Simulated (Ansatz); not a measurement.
The cluster La₄⁺, relaxed as a doublet with UKS r2SCAN-D4/def2-SVP in Ansatz, starting from the GFN1-xTB geometry. Force threshold 0.02 eV/Å.

In the def2 sets La takes a core potential; there is no spin–orbit coupling. The charge 1 doublet is spin-contaminated (final ⟨S²⟩ up to 3.91, 0.75 for a pure state). The relaxation made no stability test and no search for a lower SCF solution. No other spin state of charge 1 was run. The structure comes from a short search, and lower isomers may exist.

Start:

Cartesian coordinates in Å:
```
La 0.826 2.108 -1.580
La -0.782 -1.974 1.758
La 2.575 -1.026 -0.016
La -2.619 0.892 -0.163
```

```json
{"step": "1", "energy (eV)": "-3427.8626", "largest force component (eV/Å)": "1.250", "SCF passes": "363"}
{"step": "2", "energy (eV)": "-3428.6280", "largest force component (eV/Å)": "0.923", "SCF passes": "97"}
{"step": "3", "energy (eV)": "-3429.0711", "largest force component (eV/Å)": "0.249", "SCF passes": "82"}
{"step": "4", "energy (eV)": "-3429.1577", "largest force component (eV/Å)": "0.252", "SCF passes": "64"}
{"step": "5", "energy (eV)": "-3429.3143", "largest force component (eV/Å)": "0.194", "SCF passes": "68"}
{"step": "6", "energy (eV)": "-3429.4685", "largest force component (eV/Å)": "0.267", "SCF passes": "68"}
{"step": "7", "energy (eV)": "-3429.6332", "largest force component (eV/Å)": "0.418", "SCF passes": "98"}
{"step": "8", "energy (eV)": "-3429.9535", "largest force component (eV/Å)": "0.300", "SCF passes": "140"}
{"step": "9", "energy (eV)": "-3430.0991", "largest force component (eV/Å)": "0.169", "SCF passes": "81"}
{"step": "10", "energy (eV)": "-3430.2002", "largest force component (eV/Å)": "0.251", "SCF passes": "132"}
{"step": "11", "energy (eV)": "-3430.2659", "largest force component (eV/Å)": "0.084", "SCF passes": "100"}
{"step": "12", "energy (eV)": "-3430.2695", "largest force component (eV/Å)": "0.022", "SCF passes": "60"}
{"step": "13", "energy (eV)": "-3430.2697", "largest force component (eV/Å)": "0.004", "SCF passes": "64"}
{"step": "14", "energy (eV)": "-3430.2697", "largest force component (eV/Å)": "0.001", "SCF passes": "50"}
```

Force components are those of the run's own axes.

End:

```xyz
4

La    0.676    2.044   -0.146
La   -0.198   -0.627    2.019
La    1.415   -1.403   -0.837
La   -1.893   -0.014   -1.036
```

Bonds formed: La1–La2, La3–La4 (atoms count from 1).

The force fell under the threshold at step 13, but the optimiser went on. No frequencies were taken in this run, so the end may be a saddle point.

Run time 4.8 min (4 threads of Arm Neoverse V2 on a shared host).
